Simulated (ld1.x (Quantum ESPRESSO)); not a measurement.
# PBE ultrasoft dataset for Se (Z = 34), scalar-relativistic all-electron reference.

ld1.x (Quantum ESPRESSO) 7.5 was run on this input:

```
&input
   title='Se', zed=34., rel=1, dft='PBE', iswitch=3,
   config='[Ar] 3d10 4s1.75 4p4.25',
   nld=2, rlderiv=2.25, eminld=-3.0, emaxld=5.0, deld=0.02
 /
 &inputp
   pseudotype=3, tm=.true., lloc=-1, rcloc=1.95,
   nlcc=.true.,
   which_augfun='PSQ', rmatch_augfun=1.40,
   file_pseudopw='Se.UPF', file_wfcaegen='ae.wfc', file_wfcncgen='nc.wfc', file_beta='beta', file_chi='chi', file_wfcusgen='us.wfc'
 /
4
4S  1  0   1.75   0.00  1.60  1.70  0.0
4S  1  0   0.00  -0.85  1.60  1.70  0.0
4P  2  1   4.25   0.00  1.70  2.05  0.0
4P  2  1   0.00   0.60  1.70  2.05  0.0
 &test
   configts(1)='4s1.75 4p4.25'
 /
```

Command:

```bash
ld1.x < Se.in > Se.out
```

Output (shortened: banner, matrices, multipoles, cross overlaps and the repeated all-electron block are left out):

```
Program LD1 v.7.5
     --------------------------- All-electron run ----------------------------

     Se
     scalar relativistic calculation

     atomic number is 34.00
     dft =PBE   lsd =0 sic =0 latt =0  beta=0.20 tr2=1.0E-14
     Exchange-correlation= PBE
                           (   1   4   3   4   0   0   0)
     mesh =1211 r(mesh) =  99.34906 a.u. xmin = -7.00 dx = 0.01250
     1 Ry =  13.60569312 eV, c = 137.03599908

     n l     nl                  e(Ry)          e(Ha)          e(eV)
     1 0     1S 1( 2.00)      -919.1419      -459.5710    -12505.5629
     2 0     2S 1( 2.00)      -118.1571       -59.0786     -1607.6096
     2 1     2P 1( 6.00)      -103.9288       -51.9644     -1414.0231
     3 0     3S 1( 2.00)       -15.7235        -7.8618      -213.9295
     3 1     3P 1( 6.00)       -11.2743        -5.6371      -153.3944
     3 2     3D 1(10.00)        -3.9344        -1.9672       -53.5304
     4 0     4S 1( 1.75)        -1.2862        -0.6431       -17.4993
     4 1     4P 1( 4.25)        -0.4902        -0.2451        -6.6693

     final scf error:  4.9E-15 reached in  35 iterations

     Etot =   -4859.732426 Ry,   -2429.866213 Ha,  -66120.028050 eV

     Ekin =    4959.000136 Ry,    2479.500068 Ha,   67470.634045 eV
     Encl =  -11714.832751 Ry,   -5857.416375 Ha, -159388.419395 eV
     Eh   =    2071.677583 Ry,    1035.838792 Ha,   28186.609446 eV
     Exc  =    -175.577394 Ry,     -87.788697 Ha,   -2388.852146 eV

     normalization and overlap integrals

     s(1S/1S) =  1.000000  <r> =   0.0441  <r2> =    0.0026  r(max) =   0.0287
     s(2S/2S) =  1.000000  <r> =   0.1959  <r2> =    0.0453  r(max) =   0.1651
     s(2P/2P) =  1.000000  <r> =   0.1711  <r2> =    0.0359  r(max) =   0.1318
     s(3S/3S) =  1.000000  <r> =   0.5740  <r2> =    0.3794  r(max) =   0.5021
     s(3P/3P) =  1.000000  <r> =   0.5895  <r2> =    0.4078  r(max) =   0.5021
     s(3D/3D) =  1.000000  <r> =   0.6303  <r2> =    0.4972  r(max) =   0.4544
     s(4S/4S) =  1.000000  <r> =   1.7910  <r2> =    3.6884  r(max) =   1.5085
     s(4P/4P) =  1.000000  <r> =   2.2894  <r2> =    6.2006  r(max) =   1.7970

     ------------------------ End of All-electron run ------------------------

     --------------------- Generating US pseudopotential ---------------------

      Generating local potential from pseudized AE potential:
      Matching radius rcloc =   1.9500

      Local pseudo, rcloc= 1.961 Estimated cut-off energy=     6.44 Ry

      Computing core charge for nlcc:

       r > 1.15 : true rho core
       r < 1.15 : rho core = a sin(br)/r    a=   7.42  b=   2.35

      Integrated core pseudo-charge :   4.71
      Wfc-us  4S rcutus= 1.688  Estimated cut-off energy=    16.22 Ry
      Wfc-us  4S rcutus= 1.688  Estimated cut-off energy=    17.00 Ry
      Wfc-us  4P rcutus= 2.062  Estimated cut-off energy=    18.02 Ry
      Wfc-us  4P rcutus= 2.062  Estimated cut-off energy=    20.92 Ry

     Q pseudized with Bessel functions
     Expected ecutrho=     128.2649 due to l1=  1   l2=  1

     ------------------- End of pseudopotential generation -------------------

     Computing logarithmic derivative in   2.23649
     Computing logarithmic derivative in   2.23649
     Computing the partial wave expansion
     R is outside the sphere for l=    0 j= 0.00
     R is outside the sphere for l=    0 j= 0.00
     R is outside the sphere for l=    1 j= 0.00
     R is outside the sphere for l=    1 j= 0.00

     ---------------------- Testing the pseudopotential ----------------------

     Se
     scalar relativistic calculation

     atomic number is 34.00   valence charge is  6.00
     dft =PBE   lsd =0 sic =0 latt =0  beta=0.20 tr2=1.0E-14
     mesh =1211 r(mesh) =  99.34906 xmin = -7.00 dx = 0.01250

     n l     nl             e AE (Ry)        e PS (Ry)    De AE-PS (Ry)
     1 0     4S   1( 1.75)       -1.28617       -1.28618        0.00000
     2 1     4P   1( 4.25)       -0.49019       -0.49019        0.00000

     eps = 3.6E-15  iter =  3

     Etot =   -4859.732426 Ry,   -2429.866213 Ha,  -66120.028050 eV
     Etotps =   -25.091587 Ry,     -12.545793 Ha,    -341.388427 eV

     Ekin =       7.148853 Ry,       3.574426 Ha,      97.265096 eV
     Encl =     -38.000873 Ry,     -19.000437 Ha,    -517.028218 eV
     Ehrt =      15.236080 Ry,       7.618040 Ha,     207.297435 eV
     Ecxc =     -11.047600 Ry,      -5.523800 Ha,    -150.310250 eV
     (Ecc =      -6.432631 Ry,      -3.216315 Ha,     -87.520400 eV)
     Epseu=       1.571953 Ry,       0.785976 Ha,      21.387510 eV

     ---------------------- End of pseudopotential test ----------------------
```

Generation and configuration tests took about 2.1 s on one core of a shared server CPU.

Transferability test of the new file with ld1.x, input:

```
&input
   title='Se', zed=34., rel=1, dft='PBE', iswitch=2,
   config='[Ar] 3d10 4s1.75 4p4.25'
 /
 &test
   file_pseudo='Se.UPF', nconf=8,
   configts(1)='4s1.75 4p4.25',
   configts(2)='4s2 4p4',
   configts(3)='4s2 4p3',
   configts(4)='4s2 4p2',
   configts(5)='4s0 4p6',
   configts(6)='4s1 4p4',
   configts(7)='4s2 4p4.3',
   configts(8)='4s1 4p5'
 /
```

```bash
ld1.x < Se.test.in > Se.test.out
```

Pseudopotential blocks of its output, shortened (energy terms left out):

```
     ---------------------- Testing the pseudopotential ----------------------

     n l     nl             e AE (Ry)        e PS (Ry)    De AE-PS (Ry)
     1 0     4S   1( 1.75)       -1.28617       -1.28618        0.00000
     2 1     4P   1( 4.25)       -0.49019       -0.49019        0.00000

     eps = 3.6E-15  iter =  3

     Etot =   -4859.732426 Ry,   -2429.866213 Ha,  -66120.028050 eV
     Etotps =   -25.091587 Ry,     -12.545793 Ha,    -341.388427 eV

     ---------------------- End of pseudopotential test ----------------------

          ---------------------- Testing the pseudopotential ----------------------

     n l     nl             e AE (Ry)        e PS (Ry)    De AE-PS (Ry)
     1 0     4S   1( 2.00)       -1.27058       -1.27029       -0.00029
     2 1     4P   1( 4.00)       -0.47858       -0.47852       -0.00006

     eps = 2.6E-16  iter =  7

     Etot =   -4859.930912 Ry,   -2429.965456 Ha,  -66122.728588 eV
     Etotps =   -25.290059 Ry,     -12.645030 Ha,    -344.088784 eV
     dEtot_ae =      -0.198486 Ry
     dEtot_ps =      -0.198473 Ry,   Delta E=      -0.000013 Ry

     ---------------------- End of pseudopotential test ----------------------

          ---------------------- Testing the pseudopotential ----------------------

     n l     nl             e AE (Ry)        e PS (Ry)    De AE-PS (Ry)
     1 0     4S   1( 2.00)       -1.97407       -1.97454        0.00047
     2 1     4P   1( 3.00)       -1.13236       -1.13263        0.00027

     eps = 2.7E-15  iter =  7

     Etot =   -4859.133820 Ry,   -2429.566910 Ha,  -66111.883602 eV
     Etotps =   -24.492795 Ry,     -12.246398 Ha,    -333.241458 eV
     dEtot_ae =       0.598606 Ry
     dEtot_ps =       0.598791 Ry,   Delta E=      -0.000185 Ry

     ---------------------- End of pseudopotential test ----------------------

          ---------------------- Testing the pseudopotential ----------------------

     n l     nl             e AE (Ry)        e PS (Ry)    De AE-PS (Ry)
     1 0     4S   1( 2.00)       -2.76610       -2.76886        0.00276
     2 1     4P   1( 2.00)       -1.87154       -1.87323        0.00169

     eps = 1.2E-15  iter =  7

     Etot =   -4857.638255 Ry,   -2428.819128 Ha,  -66091.535400 eV
     Etotps =   -22.996144 Ry,     -11.498072 Ha,    -312.878473 eV
     dEtot_ae =       2.094171 Ry
     dEtot_ps =       2.095443 Ry,   Delta E=      -0.001272 Ry

     ---------------------- End of pseudopotential test ----------------------

          ---------------------- Testing the pseudopotential ----------------------

     n l     nl             e AE (Ry)        e PS (Ry)    De AE-PS (Ry)
     1 0     4S   1( 0.00)       -1.38798       -1.39004        0.00206
     2 1     4P   1( 6.00)       -0.56637       -0.56688        0.00051

     eps = 2.0E-15  iter = 10

     Etot =   -4858.316587 Ry,   -2429.158293 Ha,  -66100.764575 eV
     Etotps =   -23.674271 Ry,     -11.837136 Ha,    -322.104870 eV
     dEtot_ae =       1.415839 Ry
     dEtot_ps =       1.417315 Ry,   Delta E=      -0.001476 Ry

     ---------------------- End of pseudopotential test ----------------------

          ---------------------- Testing the pseudopotential ----------------------

     n l     nl             e AE (Ry)        e PS (Ry)    De AE-PS (Ry)
     1 0     4S   1( 1.00)       -2.03685       -2.03893        0.00208
     2 1     4P   1( 4.00)       -1.18268       -1.18361        0.00092

     eps = 4.1E-15  iter =  7

     Etot =   -4858.285861 Ry,   -2429.142930 Ha,  -66100.346523 eV
     Etotps =   -23.644097 Ry,     -11.822049 Ha,    -321.694332 eV
     dEtot_ae =       1.446566 Ry
     dEtot_ps =       1.447489 Ry,   Delta E=      -0.000924 Ry

     ---------------------- End of pseudopotential test ----------------------

          ---------------------- Testing the pseudopotential ----------------------

     n l     nl             e AE (Ry)        e PS (Ry)    De AE-PS (Ry)
     1 0     4S   1( 2.00)       -1.08231       -1.08197       -0.00034
     2 1     4P   1( 4.30)       -0.30396       -0.30390       -0.00005

     eps = 2.1E-15  iter =  9

     Etot =   -4860.047981 Ry,   -2430.023990 Ha,  -66124.321392 eV
     Etotps =   -25.407130 Ry,     -12.703565 Ha,    -345.681614 eV
     dEtot_ae =      -0.315555 Ry
     dEtot_ps =      -0.315543 Ry,   Delta E=      -0.000011 Ry

     ---------------------- End of pseudopotential test ----------------------

          ---------------------- Testing the pseudopotential ----------------------

     n l     nl             e AE (Ry)        e PS (Ry)    De AE-PS (Ry)
     1 0     4S   1( 1.00)       -1.33128       -1.33216        0.00089
     2 1     4P   1( 5.00)       -0.52385       -0.52406        0.00020

     eps = 9.9E-16  iter =  9

     Etot =   -4859.131139 Ry,   -2429.565570 Ha,  -66111.847122 eV
     Etotps =   -24.490000 Ry,     -12.245000 Ha,    -333.203428 eV
     dEtot_ae =       0.601287 Ry
     dEtot_ps =       0.601586 Ry,   Delta E=      -0.000299 Ry

     ---------------------- End of pseudopotential test ----------------------
```
